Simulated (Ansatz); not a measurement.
Frontier orbitals of `NC[SiH2][SiH2]Cl`.

Charge 0, multiplicity 1. The geometry is a stationary point of PBE0-D4/def2-TZVP. It is one conformer, not always the lowest. Basis def2-TZVPP, Ansatz 0.2.0.

```csv
functional,HOMO (eV),LUMO (eV),gap (eV)
PBE,-5.60,-1.31,4.29
r2SCAN,-5.91,-1.02,4.89
PBE0,-7.07,-0.45,6.62
B3LYP,-6.83,-0.62,6.21
ωB97X-V,-9.53,1.61,11.14
ωB97M-V,-9.43,1.34,10.77
```

From PBE to PBE0 the HOMO moves by −1.46 eV and the LUMO by +0.86 eV, and with ωB97M-V by −3.83 and +2.65 eV, so the gap grows from 4.30 to 10.77 eV with exact exchange. A positive LUMO is unbound and depends on the basis.

B3LYP here is the variant with VWN-RPA as its local correlation; programs differ in this.
